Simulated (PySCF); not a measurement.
BeS: mean field, correlation and small terms against distance

State: ¹Σ⁺, singlet, closed shell. RHF-based CCSD(T) in PySCF 2.14 with Be cc-pVTZ, S cc-pV(T+d)Z and Be cc-pVQZ, S cc-pV(Q+d)Z (frozen core orbitals: 6; no relativity). Correlation energies are extrapolated as n⁻³ (n = 3, 4), Hartree–Fock as (n+1)·exp(−9√n). CV is the change on freezing 1 orbitals instead, in Be cc-pCVTZ, S cc-pwCVTZ. SR is the spin-free X2C energy in Be cc-pVTZ-DK, S cc-pVTZ-DK less the non-relativistic one in Be cc-pVTZ, S cc-pVTZ. All energies in eV from Be + S.

```csv
R (Å),HF/CBS,CCSD corr.,(T),CV,SR,total
1.5415,-1.019,-1.318,-0.2354,-0.0666,0.0111,-2.628
1.6115,-1.451,-1.335,-0.2527,-0.0530,0.0130,-3.078
1.6816,-1.644,-1.355,-0.2719,-0.0416,0.0140,-3.298
1.7517,-1.661,-1.378,-0.2925,-0.0320,0.0143,-3.349
1.8217,-1.550,-1.403,-0.3139,-0.0241,0.0141,-3.277
1.9093,-1.291,-1.435,-0.3399,-0.0162,0.0134,-3.069
1.9969,-0.952,-1.466,-0.3611,-0.0101,0.0124,-2.776
```

A fit to the total gives Re = 1.7419 Å, De = 3.350 eV, ωe = 1002.7 cm⁻¹, Be = 0.7902 cm⁻¹ (masses 9.0122 and 31.9721 u).

Q: At R = 1.7517 Å the CCSD correlation energy is -0.227244 hartree in the smaller basis and -0.242090 in the larger. Extrapolate it.

A: (4³·E4 − 3³·E3)/(4³ − 3³) = -0.25292 hartree; the larger basis holds 95.7 % of it.

The T1 diagnostic is 0.027, large enough to doubt a single reference. The open-shell atoms are computed with UHF. Spin–orbit coupling, excitations beyond (T) and corrections to the Born–Oppenheimer picture are left out.
